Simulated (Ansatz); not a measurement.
Consider the atomization: `[AlH2][SiH](Cl)[AsH2]` → Al• + As• + Cl• + 5 H• + Si•.

Gas-phase electronic energies from Ansatz, PBE0-D4/def2-TZVP geometries. CCSD(T)/CBS is the MP2 limit (def2-TZVPP, def2-QZVPP) plus CCSD(T) − MP2 in def2-TZVPP, frozen cores. This one scheme is used for every species, atoms too. For atomizations the MP2-based limit and the directly extrapolated one differ by several kJ/mol either way, and by 10 to 25 for some Ge, Se and Sn compounds, so smaller differences from it don't rank the levels. Functionals use def2-TZVPP. B3LYP here is the variant with VWN-RPA as its local correlation; programs differ in this. No spin–orbit coupling; open shells (•) take unrestricted orbitals. Spin–orbit coupling would lower the free atoms: a little for Al, Cl, Si. For As outer-core shells are correlated without core-valence functions, so the limit isn't a true one: a few kJ/mol of doubt a bond, and 10 to 20 or more in all where bonds break to atoms. Scalar relativity is left out up to krypton.

**Question.** What is ΔE at CCSD(T)/CBS? (Estimate.)

**Answer.** The calculation gave: +557.1 kcal/mol.

**Question.** What do these levels give: ωB97M-V, BLYP, B3LYP, BHLYP, CCSD/def2-TZVPP, HF/CBS(def2)? (Best estimate.)

**Answer.** The calculation gave: ωB97M-V 555.7, BLYP 537.0, B3LYP 545.1, BHLYP 538.1, CCSD/def2-TZVPP 531.4, HF/CBS(def2) 400.3 kcal/mol.

Largest T1 diagnostic among the species: 0.018.

Leaving LDA and LC-ωPBE aside and taking each functional with its dispersion term where it has one, the values, not all of them listed here, spread over 25.0 kcal/mol, from B2PLYP to B97M-V. LDA lies +77.0 kcal/mol from PBE without D4, its usual overbinding. From BLYP to BHLYP (50 % exact exchange), in def2-TZVPP and without D4, ΔE moves by +1.1 kcal/mol.
